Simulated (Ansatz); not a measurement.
Born–Oppenheimer molecular dynamics of C₄H₁₂Si₂ (18 atoms, charge 0, multiplicity 1). It starts from a relaxed structure.

Computed with Ansatz 0.2.0, RKS PBE0/STO-3G.

```yaml
ensemble: NVT, Nosé–Hoover chain
time_step: 1 fs
steps_asked: 424
set_temperature: 500 K
thermostat: time constant 20 fs, chain length 3
seed: 874991
```

Frames 20 fs apart, positions in Å.

Velocities at 130 fs (Å/ps):

```
C 2.15 -1.05 -2.83
Si 2.17 0.81 -0.41
C -5.44 1.96 11.55
C 2.08 -2.09 -1.52
C 10.12 2.16 -6.82
Si -3.15 -1.01 5.11
H 0.92 14.76 -9.88
H 4.04 -23.18 0.68
H -28.70 6.90 -17.18
H -14.42 -5.38 -3.99
H 6.46 -10.63 -0.80
H -5.44 -3.63 -9.68
H -1.74 7.88 -17.98
H -25.32 -5.69 26.85
H 13.17 33.97 -25.18
H -45.13 -30.47 -56.12
H 6.05 19.62 -20.93
H 11.01 -10.02 -1.44
```

```xyz
18
Properties=species:S:1:pos:R:3 time_fs=130 energy_less_start_eV=0.942 T=475
C -2.120 -1.065 -0.415
Si -0.908 -0.574 0.878
C 0.276 0.799 0.273
C 0.079 2.095 0.948
C 1.442 0.518 -0.383
Si 2.004 -1.080 -1.082
H -1.649 -1.730 -1.104
H -3.021 -1.497 -0.017
H -2.380 -0.209 -1.018
H -0.177 -1.756 1.316
H -1.472 0.110 1.991
H 0.827 2.850 0.501
H -0.959 2.559 0.920
H 0.263 1.991 2.000
H 2.186 1.297 -0.555
H 1.411 -1.482 -2.283
H 3.397 -1.089 -1.111
H 1.723 -1.929 -0.079
18
Properties=species:S:1:pos:R:3 time_fs=150 energy_less_start_eV=0.662 T=520
C -2.106 -1.074 -0.500
Si -0.877 -0.558 0.870
C 0.398 0.747 0.452
C 0.071 2.146 0.942
C 1.427 0.575 -0.478
Si 1.962 -1.109 -1.038
H -1.639 -1.493 -1.356
H -2.759 -1.786 -0.015
H -2.722 -0.245 -0.878
H -0.174 -1.763 1.246
H -1.730 -0.142 1.992
H 0.847 2.915 0.666
H -0.925 2.522 0.546
H -0.097 2.157 2.037
H 2.009 1.497 -0.723
H 1.061 -1.420 -2.150
H 3.306 -1.036 -1.659
H 1.938 -2.289 -0.044
18
Properties=species:S:1:pos:R:3 time_fs=170 energy_less_start_eV=0.908 T=443
C -2.019 -1.029 -0.518
Si -0.848 -0.583 0.868
C 0.334 0.747 0.471
C 0.050 2.228 0.915
C 1.450 0.505 -0.367
Si 1.918 -1.122 -1.078
H -1.489 -1.045 -1.446
H -2.498 -1.974 -0.293
H -2.798 -0.259 -0.648
H -0.228 -1.776 1.365
H -1.633 -0.107 1.970
H 0.864 2.951 0.784
H -0.821 2.620 0.317
H -0.367 2.266 1.992
H 1.984 1.489 -0.551
H 0.912 -2.006 -1.888
H 3.111 -0.945 -1.885
H 2.187 -1.913 0.101
18
Properties=species:S:1:pos:R:3 time_fs=190 energy_less_start_eV=1.073 T=429
C -1.922 -0.972 -0.574
Si -0.861 -0.599 0.938
C 0.253 0.809 0.370
C 0.037 2.203 0.855
C 1.451 0.466 -0.306
Si 1.901 -1.142 -1.059
H -1.407 -0.613 -1.471
H -2.221 -2.018 -0.629
H -2.827 -0.364 -0.521
H 0.059 -1.706 1.203
H -1.617 -0.259 2.113
H 0.948 2.791 0.848
H -0.698 2.756 0.231
H -0.471 2.175 1.930
H 2.139 1.365 -0.479
H 0.760 -1.639 -1.495
H 2.674 -0.798 -2.186
H 2.699 -2.054 -0.329
18
Properties=species:S:1:pos:R:3 time_fs=210 energy_less_start_eV=1.271 T=403
C -1.923 -0.927 -0.588
Si -0.858 -0.615 0.924
C 0.325 0.803 0.496
C 0.010 2.192 0.813
C 1.458 0.490 -0.266
Si 1.881 -1.134 -1.082
H -1.492 -0.370 -1.456
H -1.922 -2.016 -0.744
H -2.948 -0.597 -0.516
H -0.208 -1.838 1.289
H -1.700 -0.115 2.024
H 0.969 2.730 0.748
H -0.659 2.679 0.081
H -0.528 2.317 1.864
H 2.179 1.323 -0.509
H 0.713 -2.182 -1.161
H 2.402 -0.933 -2.500
H 3.059 -1.785 -0.205
18
Properties=species:S:1:pos:R:3 time_fs=230 energy_less_start_eV=1.019 T=543
C -1.948 -0.952 -0.622
Si -0.893 -0.573 0.906
C 0.448 0.701 0.579
C 0.018 2.198 0.834
C 1.445 0.463 -0.313
Si 1.915 -1.125 -1.070
H -1.752 -0.172 -1.403
H -1.880 -1.995 -0.994
H -2.982 -0.777 -0.340
H -0.297 -1.753 1.481
H -1.759 -0.115 1.943
H 0.851 2.958 0.660
H -0.785 2.446 0.093
H -0.530 2.298 1.839
H 1.983 1.343 -0.681
H 0.976 -2.160 -0.756
H 1.941 -0.911 -2.433
H 3.043 -1.585 -0.616
18
Properties=species:S:1:pos:R:3 time_fs=250 energy_less_start_eV=1.024 T=539
C -1.952 -0.925 -0.597
Si -0.938 -0.533 0.929
C 0.343 0.652 0.385
C 0.037 2.152 0.897
C 1.469 0.530 -0.297
Si 1.960 -1.159 -1.071
H -1.946 -0.105 -1.343
H -1.532 -1.872 -0.996
H -3.024 -1.145 -0.390
H -0.407 -1.795 1.451
H -1.760 0.089 1.940
H 0.910 2.881 0.621
H -0.909 2.538 0.399
H -0.249 2.128 1.955
H 2.103 1.395 -0.386
H 1.178 -2.175 -0.499
H 1.674 -1.116 -2.538
H 3.556 -1.393 -0.995
18
Properties=species:S:1:pos:R:3 time_fs=270 energy_less_start_eV=0.828 T=538
C -1.998 -0.977 -0.582
Si -0.999 -0.504 0.919
C 0.355 0.756 0.324
C 0.077 2.121 0.944
C 1.441 0.424 -0.287
Si 2.022 -1.139 -1.075
H -2.242 -0.028 -1.073
H -1.432 -1.644 -1.264
H -2.992 -1.492 -0.404
H -0.331 -1.610 1.520
H -1.868 0.184 1.876
H 0.877 2.870 0.544
H -0.990 2.507 0.743
H 0.084 1.957 2.002
H 2.180 1.149 -0.568
H 1.625 -2.358 -0.237
H 1.450 -1.342 -2.409
H 3.450 -1.104 -1.209
18
Properties=species:S:1:pos:R:3 time_fs=290 energy_less_start_eV=0.774 T=358
C -2.050 -1.014 -0.599
Si -1.030 -0.470 0.865
C 0.375 0.728 0.454
C 0.148 2.143 0.994
C 1.364 0.484 -0.328
Si 2.070 -1.174 -1.078
H -2.744 -0.262 -0.990
H -1.490 -1.490 -1.423
H -2.711 -1.844 -0.192
H -0.535 -1.691 1.482
H -1.846 0.153 1.857
H 0.851 2.717 0.320
H -0.933 2.529 0.849
H 0.339 2.243 2.054
H 2.084 1.270 -0.534
H 2.012 -2.240 -0.168
H 1.322 -1.474 -2.222
H 3.442 -1.020 -1.398
18
Properties=species:S:1:pos:R:3 time_fs=310 energy_less_start_eV=0.951 T=241
C -2.107 -1.064 -0.593
Si -1.057 -0.486 0.859
C 0.394 0.696 0.396
C 0.227 2.199 0.988
C 1.433 0.433 -0.321
Si 2.045 -1.135 -1.048
H -2.894 -0.327 -0.858
H -1.456 -1.188 -1.483
H -2.615 -2.050 -0.468
H -0.418 -1.623 1.513
H -1.973 0.121 1.805
H 0.824 2.923 0.413
H -0.882 2.495 0.971
H 0.456 2.174 2.076
H 2.056 1.292 -0.539
H 2.093 -2.105 0.025
H 1.232 -1.730 -2.184
H 3.490 -0.798 -1.674
18
Properties=species:S:1:pos:R:3 time_fs=330 energy_less_start_eV=1.141 T=350
C -2.060 -1.043 -0.595
Si -1.019 -0.489 0.848
C 0.269 0.715 0.309
C 0.243 2.137 0.963
C 1.433 0.514 -0.274
Si 2.035 -1.146 -1.030
H -2.997 -0.423 -0.675
H -1.558 -1.028 -1.594
H -2.392 -2.078 -0.454
H -0.444 -1.658 1.423
H -1.864 0.205 1.806
H 0.932 2.781 0.456
H -0.771 2.620 1.010
H 0.506 1.942 2.066
H 2.075 1.390 -0.217
H 2.312 -2.207 -0.044
H 1.012 -1.645 -1.822
H 3.087 -1.031 -1.758
18
Properties=species:S:1:pos:R:3 time_fs=350 energy_less_start_eV=0.988 T=511
C -2.065 -1.043 -0.614
Si -0.988 -0.488 0.811
C 0.391 0.823 0.370
C 0.142 2.152 1.010
C 1.494 0.420 -0.324
Si 1.960 -1.161 -0.999
H -3.057 -0.509 -0.643
H -1.562 -0.857 -1.603
H -2.268 -2.110 -0.578
H -0.197 -1.606 1.338
H -1.733 -0.013 1.933
H 0.811 2.867 0.576
H -0.875 2.505 0.827
H 0.240 2.066 2.174
H 2.300 1.159 -0.486
H 2.591 -1.928 0.034
H 0.812 -1.862 -1.600
H 3.143 -0.823 -2.049
```

Of the whole run (424 fs, mean temperature of the second half 475 K): The conserved energy stayed within 4.1 meV per atom of its start (net change 3 meV per atom), so there is no drift, though single steps change it by up to 45 meV in the whole system, a sign of fast motions only just resolved. A run of 0.42 ps of so small a system gives no equilibrium averages. Limits of this set-up: minimal basis.

Time of the run: 41 min on 1 thread of Arm Neoverse N1, with other jobs on the host, peak memory 0.12 GiB.
